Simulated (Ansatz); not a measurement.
GeH2ClO (SMILES [O][GeH2][Cl]): the energy to break a bond

The species is GeH2ClO (5 atoms), meant as a doublet with charge 0. SMILES: `[O][GeH2][Cl]`. Geometry: optimised at wB97X-V/def2-SVP.

```xyz
5

O    -0.2737   -0.5918    1.6273
Ge    0.1245   -0.0804   -0.0374
Cl   -1.3520    1.2934   -0.7787
H     0.0855   -1.3433   -0.8973
H     1.4655    0.6483    0.0447
```

Wanted: the dissociation energy of the H5–Ge2 bond into doublet H and singlet GeHClO (shapes relaxed at wB97X-V/def2-SVP, no zero-point term). 1 Eh = 2625.50 kJ/mol = 27.2114 eV. Totals in Eh; open shells run unrestricted unless said.

```tsv
level	program	GeH2ClO	doublet H	singlet GeHClO
UHF/def2-TZVPP	Ansatz	-2610.953754	-0.499810	-2610.354613
U-r2SCAN/def2-TZVPP	Ansatz	-2613.578510	-0.499927	-2613.011279
U-wB97M-V/def2-TZVPP	Ansatz	-2613.486565	-0.494111	-2612.924030
```

Problem. Work out the dissociation energy at each level.

Solution. 
1. UHF/def2-TZVPP: (-0.499810) + (-2610.354613) − (-2610.953754) = 0.099331 Eh = 260.8 kJ/mol = 2.70 eV.
2. U-r2SCAN/def2-TZVPP: (-0.499927) + (-2613.011279) − (-2613.578510) = 0.067304 Eh = 176.7 kJ/mol = 1.83 eV.
3. U-wB97M-V/def2-TZVPP: (-0.494111) + (-2612.924030) − (-2613.486565) = 0.068424 Eh = 179.6 kJ/mol = 1.86 eV.

The levels span 177 to 261 kJ/mol; no measured value is set beside them. A fragment with an even electron count was run as a singlet and may have a lower triplet. A bond enthalpy at 298 K also holds the loss of zero-point energy and thermal terms.
